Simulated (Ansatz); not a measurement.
A structure relaxed at PBE0-D4/def2-TZVP, charge 0, multiplicity 1:

Cartesian coordinates in Å:
```
C 0.973 1.243 -0.789
Si 0.560 -0.094 0.440
O 0.546 0.640 1.932
B -1.205 -1.030 0.067
O -1.616 -1.149 -1.217
H 1.946 1.688 -0.569
H 0.221 2.035 -0.769
H 1.003 0.828 -1.799
H 1.637 -1.140 0.402
H 0.279 0.103 2.678
H -1.897 -1.503 0.939
H -2.448 -1.621 -1.317
```

Q: Give its formula and SMILES.

A: CH7BO2Si, `C[SiH](O)BO`.

Q: Summarise the bond lengths by kind.

A: 1 × C–Si 1.862 Å; 3 × C–H 1.092 to 1.093 Å; 1 × O–Si 1.663 Å; 1 × B–Si 2.032 Å; 1 × H–Si 1.501 Å; 2 × H–O 0.958 to 0.962 Å; 1 × B–O 1.354 Å; 1 × B–H 1.210 Å.

All numbers were calculated with Ansatz.
